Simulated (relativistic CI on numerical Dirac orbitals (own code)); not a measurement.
**Yb⁺: calculation against measurement**

Method of calculation: Dirac-Coulomb-Breit CI, separate exchange-only KLI orbitals for each configuration, model QED (radiative potential, 1s self-energy scaled to tabulated hydrogen-like ionisation energies), valence Slater integrals scaled by 0.85, P86 correlation energy added to each configuration (own radial code, finite nucleus).

Configurations in the expansion (outside the closed core [Xe]): 4f14 6s, 4f13 6s2, 4f14 5d, 4f13 6s 5d, 4f14 6p, 4f13 6s 6p, 4f14 6d, 4f14 7s, 4f14 7p. Double excitations out of closed p, d and f shells are left out; levels of such configurations are missing from the list, as are those of other unlisted configurations, and high levels can miss mixing partners.

| Configuration | Term (tabulated) | J | Measured (cm⁻¹) | Computed | Error | Purity (%) |
| --- | --- | --- | --- | --- | --- | --- |
| 4f14 6s | 2S | 1/2 | 0.0 | 0 | 0 | 100 |
| 4f13 6s2 | 2F° | 7/2 | 21418.8 | -619 | -22037 | 100 |
| 4f14 5d | 2D † | 3/2 | 22960.8 | 21805 | -1156 | 100 |
| 4f14 5d | 2D † | 5/2 | 24332.7 | 22238 | -2095 | 99 |
| 4f14 6p | 2P° | 3/2 | 30392.2 | 31927 | 1535 | 64 |
| 4f13 6s2 | 2F° | 5/2 | 31568.1 | 9522 | -22046 | 99 |

Measured levels from NIST Handbook of Basic Atomic Spectroscopic Data (Sansonetti and Martin, J. Phys. Chem. Ref. Data 34, 1559 (2005)); pairs were made by configuration, J and term (by order where the table uses no LS term), so strongly mixed levels may be paired wrongly.

Mean error by configuration (cm⁻¹): 4f13 6s2 -22042; 4f14 6p 1535. Over the excited levels the mean absolute error is 15206 cm⁻¹ (5 of the 16 excited levels that our extract of the source holds in range could be paired, and the others can miss by more), and the median relative error of those above 1,000 cm⁻¹ is 70 %. † marks terms whose computed intervals miss the measured ones by more than a factor of 2.5, or configurations far off the rest, from wrong mixing, a near crossing or a doubtful label or measurement; they are left out of the means.

Transition probabilities of persistent lines. The last column rescales the computed rate by the cube of measured over computed energy:

```tsv
λ measured (Å)	Lower	Upper	A tabulated (s⁻¹)	A computed	A rescaled
3289.37 air	4f14 6s 2S_1/2	4f14 6p 2P°_3/2	1.62e+08	3.56e+08	3.07e+08
```
